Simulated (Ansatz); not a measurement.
Steps of a relaxation of `C=[N][Al]1[O][B]1C` with RKS PBE0-D4/def2-TZVP.

```sh
$ ansatz run in.yaml --threads 4 --pin off --events-out ev --progress --plain --max-ram 10444MiB
```

```yaml
crystal:
  periodic: [false, false, false]
  atoms:
    - {symbol: C, position_ang: [-2.962312, 0.223737, 1.930698]}
    - {symbol: N, position_ang: [-1.927016, -0.021074, 1.256271]}
    - {symbol: Al, position_ang: [-0.527490, -0.540244, 0.314556]}
    - {symbol: O, position_ang: [0.508393, 1.005669, -0.216030]}
    - {symbol: B, position_ang: [1.181004, 0.013656, -0.742806]}
    - {symbol: C, position_ang: [2.445639, -0.291936, -1.595041]}
    - {symbol: H, position_ang: [-3.963171, 0.409849, 1.459813]}
    - {symbol: H, position_ang: [-2.957533, 0.281386, 3.051306]}
    - {symbol: H, position_ang: [3.101441, -1.021796, -1.077756]}
    - {symbol: H, position_ang: [3.018361, 0.637670, -1.800314]}
    - {symbol: H, position_ang: [2.148083, -0.753816, -2.560099]}
basis:
  gaussian: {orbitals: def2-TZVP}
hamiltonian: {xc: pbe0, dispersion: d4}
relax: {f_tol: 0.005, max_steps: 150}
```

Positions (Å) and forces (eV/Å) along the path, 13 of 21 steps:

```xyz
11
step=1 energy=-12958.8637 eV
C    -2.962    0.224    1.931    0.470   -0.107   -0.296
N    -1.927   -0.021    1.256   -0.689    0.030    0.437
Al   -0.527   -0.540    0.315   -0.102    0.697    0.116
O     0.508    1.006   -0.216    0.051   -0.916   -0.119
B     1.181    0.014   -0.743   -0.141    0.391    0.147
C     2.446   -0.292   -1.595    0.210   -0.088   -0.183
H    -3.963    0.410    1.460    0.588   -0.105    0.226
H    -2.958    0.281    3.051    0.046   -0.039   -0.649
H     3.101   -1.022   -1.078   -0.316    0.366   -0.247
H     3.018    0.638   -1.800   -0.271   -0.459    0.097
H     2.148   -0.754   -2.560    0.154    0.231    0.470
11
step=3 energy=-12958.8458 eV rejected
C    -2.917    0.286    1.910   -1.285   -1.113    0.726
N    -1.912    0.034    1.249    1.085    0.090   -0.681
Al   -0.535   -0.476    0.315    0.152    0.235   -0.077
O     0.509    1.004   -0.223   -0.298    0.180    0.222
B     1.172    0.021   -0.736    0.115   -0.373   -0.135
C     2.421   -0.299   -1.580   -0.145    0.094    0.117
H    -3.919    0.348    1.452    0.039    0.484   -0.016
H    -2.934    0.193    3.010    0.075    0.487    0.019
H     3.059   -1.007   -1.065    0.196   -0.235    0.179
H     2.990    0.599   -1.793    0.179    0.302   -0.066
H     2.132   -0.760   -2.517   -0.115   -0.152   -0.288
11
step=6 energy=-12958.9472 eV
C    -2.949    0.218    1.923    0.059   -0.036   -0.039
N    -1.924    0.001    1.250   -0.077   -0.025    0.046
Al   -0.529   -0.440    0.308   -0.059    0.027    0.039
O     0.515    0.979   -0.216   -0.064    0.218    0.063
B     1.165   -0.028   -0.740    0.140   -0.222   -0.111
C     2.430   -0.298   -1.586    0.027    0.030   -0.014
H    -3.933    0.394    1.463   -0.022    0.015   -0.018
H    -2.938    0.250    3.023    0.007    0.006    0.029
H     3.091   -1.002   -1.077    0.005   -0.034    0.021
H     2.983    0.624   -1.787    0.003    0.050    0.005
H     2.155   -0.756   -2.539   -0.020   -0.030   -0.020
11
step=7 energy=-12958.9508 eV
C    -2.962    0.211    1.930    0.016   -0.001   -0.001
N    -1.936    0.008    1.256   -0.022    0.017    0.012
Al   -0.533   -0.390    0.309    0.050   -0.059   -0.039
O     0.537    0.986   -0.225    0.042    0.095   -0.016
B     1.170   -0.047   -0.746   -0.111   -0.052    0.065
C     2.437   -0.305   -1.592    0.042   -0.007   -0.028
H    -3.945    0.393    1.471   -0.014   -0.001   -0.003
H    -2.950    0.231    3.031   -0.007   -0.005    0.011
H     3.107   -1.003   -1.081   -0.008    0.004    0.001
H     2.973    0.627   -1.789    0.015    0.009   -0.009
H     2.168   -0.769   -2.545   -0.003    0.000    0.007
11
step=9 energy=-12958.9513 eV
C    -2.963    0.213    1.932    0.026   -0.046   -0.024
N    -1.936    0.014    1.257    0.002    0.006   -0.003
Al   -0.530   -0.387    0.311   -0.020    0.020    0.010
O     0.543    0.991   -0.229   -0.006    0.012    0.009
B     1.170   -0.050   -0.746   -0.042    0.011    0.030
C     2.437   -0.306   -1.592    0.034   -0.014   -0.024
H    -3.947    0.396    1.472    0.010    0.008   -0.002
H    -2.956    0.218    3.033    0.006    0.013    0.000
H     3.109   -1.000   -1.079   -0.008    0.006   -0.008
H     2.972    0.627   -1.794   -0.009   -0.017    0.003
H     2.168   -0.774   -2.544    0.006    0.001    0.011
11
step=12 energy=-12958.9517 eV
C    -2.962    0.207    1.930   -0.001   -0.001   -0.003
N    -1.935    0.017    1.255    0.001    0.002    0.000
Al   -0.528   -0.374    0.308   -0.023   -0.001    0.012
O     0.547    1.002   -0.226    0.017   -0.012   -0.011
B     1.169   -0.042   -0.744   -0.014    0.021    0.012
C     2.435   -0.308   -1.592    0.018    0.003   -0.012
H    -3.947    0.389    1.471    0.004   -0.002    0.001
H    -2.954    0.214    3.031    0.002   -0.002   -0.001
H     3.102   -1.003   -1.076   -0.001    0.003   -0.001
H     2.976    0.621   -1.798   -0.005   -0.011    0.001
H     2.163   -0.780   -2.540    0.001    0.001    0.003
11
step=14 energy=-12958.9517 eV
C    -2.963    0.206    1.930   -0.011    0.000    0.004
N    -1.935    0.019    1.255    0.004    0.007   -0.002
Al   -0.529   -0.368    0.308   -0.001   -0.003   -0.002
O     0.550    1.006   -0.226   -0.006    0.004    0.006
B     1.169   -0.040   -0.744    0.012   -0.004   -0.009
C     2.435   -0.309   -1.592    0.004    0.006   -0.003
H    -3.947    0.387    1.471    0.002   -0.002    0.002
H    -2.955    0.209    3.032    0.000   -0.001    0.000
H     3.101   -1.004   -1.074    0.001    0.000    0.002
H     2.977    0.619   -1.801   -0.005   -0.007    0.002
H     2.162   -0.783   -2.539   -0.001    0.000    0.000
11
step=15 energy=-12958.9517 eV rejected
C    -2.963    0.206    1.930   -0.006    0.002    0.002
N    -1.935    0.020    1.255    0.000    0.005    0.002
Al   -0.530   -0.369    0.307   -0.002   -0.004    0.000
O     0.551    1.006   -0.224   -0.003    0.011    0.003
B     1.169   -0.038   -0.744    0.010   -0.019   -0.006
C     2.435   -0.309   -1.592    0.010    0.006   -0.006
H    -3.948    0.386    1.472    0.001   -0.001    0.003
H    -2.954    0.209    3.031   -0.001   -0.002   -0.001
H     3.102   -1.004   -1.075   -0.005    0.003    0.005
H     2.976    0.619   -1.801    0.000   -0.005   -0.003
H     2.162   -0.783   -2.539   -0.002    0.004    0.002
11
step=16 energy=-12958.9517 eV
C    -2.963    0.206    1.931   -0.008   -0.002    0.002
N    -1.935    0.020    1.255    0.002    0.007    0.000
Al   -0.529   -0.368    0.308    0.000   -0.002   -0.002
O     0.551    1.006   -0.225   -0.004    0.004    0.004
B     1.169   -0.039   -0.744    0.008   -0.006   -0.005
C     2.435   -0.309   -1.592    0.004    0.005   -0.003
H    -3.948    0.387    1.472    0.002    0.000    0.002
H    -2.955    0.208    3.032    0.000    0.000    0.000
H     3.102   -1.004   -1.074   -0.001    0.001    0.002
H     2.977    0.619   -1.801   -0.003   -0.005    0.000
H     2.162   -0.783   -2.539   -0.001    0.000    0.001
11
step=17 energy=-12958.9517 eV
C    -2.963    0.206    1.931   -0.009   -0.002    0.003
N    -1.935    0.021    1.254    0.006    0.002   -0.004
Al   -0.530   -0.368    0.306   -0.002    0.008    0.001
O     0.551    1.006   -0.225   -0.007   -0.010    0.004
B     1.169   -0.039   -0.745    0.011    0.004   -0.007
C     2.435   -0.309   -1.592    0.004    0.002   -0.003
H    -3.948    0.388    1.473    0.001    0.000    0.001
H    -2.954    0.207    3.032    0.000    0.000    0.001
H     3.102   -1.003   -1.073    0.000    0.000    0.002
H     2.977    0.619   -1.802   -0.003   -0.004    0.000
H     2.163   -0.784   -2.538   -0.001    0.000    0.000
11
step=18 energy=-12958.9515 eV rejected
C    -2.966    0.201    1.932    0.022    0.070   -0.003
N    -1.937    0.030    1.253   -0.010   -0.020    0.003
Al   -0.533   -0.359    0.303    0.025    0.009   -0.014
O     0.558    1.011   -0.223   -0.022    0.003    0.015
B     1.170   -0.035   -0.746    0.008   -0.024   -0.008
C     2.436   -0.311   -1.593   -0.019    0.001    0.011
H    -3.950    0.389    1.476   -0.007   -0.023   -0.001
H    -2.956    0.195    3.033   -0.005   -0.023    0.001
H     3.103   -1.000   -1.069   -0.001   -0.002    0.004
H     2.976    0.615   -1.809    0.009    0.008   -0.006
H     2.164   -0.793   -2.536    0.000    0.000   -0.003
11
step=20 energy=-12958.9517 eV rejected
C    -2.964    0.205    1.931   -0.002    0.000    0.002
N    -1.936    0.025    1.253    0.001   -0.002   -0.001
Al   -0.532   -0.364    0.304    0.004    0.001   -0.003
O     0.554    1.008   -0.222    0.003    0.001   -0.002
B     1.169   -0.037   -0.746   -0.001   -0.003    0.002
C     2.436   -0.309   -1.593   -0.004   -0.003   -0.003
H    -3.949    0.388    1.475    0.000    0.001    0.000
H    -2.955    0.200    3.032    0.000    0.000    0.001
H     3.101   -1.002   -1.071    0.002    0.005    0.003
H     2.977    0.617   -1.807    0.000   -0.001    0.003
H     2.164   -0.789   -2.537   -0.003    0.001   -0.001
11
step=21 energy=-12958.9518 eV
C    -2.964    0.205    1.931    0.003    0.001   -0.001
N    -1.936    0.025    1.254   -0.003   -0.001    0.001
Al   -0.532   -0.364    0.304    0.003    0.002   -0.002
O     0.553    1.008   -0.223    0.003   -0.002   -0.001
B     1.169   -0.037   -0.746   -0.003    0.000    0.001
C     2.436   -0.309   -1.593    0.000   -0.001   -0.001
H    -3.949    0.388    1.474    0.000    0.000    0.000
H    -2.955    0.200    3.032    0.000   -0.001    0.000
H     3.102   -1.001   -1.071    0.000    0.000    0.001
H     2.978    0.617   -1.807   -0.002    0.001    0.001
H     2.163   -0.789   -2.537    0.000    0.000    0.000
```

Hardware: 4 threads of an Arm Neoverse V2 on a shared host. Wall time 82 s, peak host memory 0.58 GiB.
